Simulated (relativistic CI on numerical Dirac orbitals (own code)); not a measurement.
# K3+: what numerical and physical settings do to a radial Dirac CI calculation

Reference input:

```
atom K  Z=19  charge=3  electrons=16
nucleus A=39  rms_radius_fm=3.4349
hamiltonian dirac-coulomb  breit=on  qed=on  c_scale=1
orbitals kli  potential=per-configuration
slater_scale 1
correlation none
mixing on
grid step=0.0125 r_max=25.7
scf mixing=0.4 start=green max_iterations=150 tolerance=2e-08 node_fill=0.05
configurations
  [Ne] 3s2 3p4
end
```

Computed lowest total energy -598.35302 Ha, first excitation 1677.9 cm⁻¹, 10 SCF steps. Runs with settings changed; * marks those that are bad on purpose:

```
                                               Changed        Outcome  Lowest level    ΔE (Ha)  First excitation (cm⁻¹)  SCF steps                                     Message
end of the grid at 77.1 bohr, nuclear radius 3.0914 fm      converged      3p4 3P_2  -0.000129                   1677.9         10                                            
                                    iteration limit 20      converged      3p4 3P_2          0                   1677.9         10                                            
                     node fill of the KLI weights 0.01      converged      3p4 3P_2   0.000526                   1672.3         10                                            
                        SCF mixing 0.2, Breit term off      converged      3p4 3P_2     -0.159                   1736.1         11                                            
                        end of the grid at 3.85 bohr *  not converged                                                           10                        orbital 3s not found
                                       grid step 0.6 *        refused                                                            0  the grid has 29 points, outside 40 to 4096
```

With so few configurations and no correlation, terms lie too far apart (by 10 to 50 % near neutrality), their order can be wrong, and levels of other configurations are missing.
